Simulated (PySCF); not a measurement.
## Electron correlation in Rh(35+) (rhodium, charge +35)

Starting occupation: [Ne]. Computed with PySCF 2.14 in an even-tempered Gaussian basis (18 s from 3.5 bohr⁻², ratio 2.6; 13 p from 4.6 bohr⁻², ratio 2.6; 6 d from 4.7 bohr⁻², ratio 2.8; 3 f from 110 bohr⁻², ratio 2.8), with X2C-1e with screened-nucleus spin-orbit coupling, Gaussian nucleus. Frozen: 1s2; 8 electrons correlated; the 56 highest virtual spinors left out.

MP2 pair energies summed by pair of shells (mhartree):

| pair | energy | share (%) |
| --- | --- | --- |
| 2p1/2-2p3/2 | -100.19 | 33.4 |
| 2p3/2-2p3/2 | -95.11 | 31.7 |
| 2p3/2-2s1/2 | -46.03 | 15.3 |
| 2p1/2-2s1/2 | -23.50 | 7.8 |
| 2p1/2-2p1/2 | -23.03 | 7.7 |
| 2s1/2-2s1/2 | -12.01 | 4.0 |

Total MP2 correlation energy: -299.87 mhartree.

The virtual space was cut to 44 spinors, which keep -231.04 of the -299.87 mhartree of MP2 correlation.

```csv
level,correlation energy (mhartree)
CCSD,-232.27
(T),-0.03
CCSD(T),-232.30
```

Diagnostics: T1 = 5.7e-05, largest double amplitude 0.003.

Is a single reference adequate?

Yes: T1 lies below 0.03 and no double amplitude reaches 0.07.

The coupled-cluster values are those of the cut space; adding the MP2 remainder, -68.83 mhartree, estimates the full space.

At this charge the one-electron X2C treatment keeps the bare 1/r₁₂, with no two-electron picture change or Breit term. The effect here is smaller than on the frozen 1s shell.
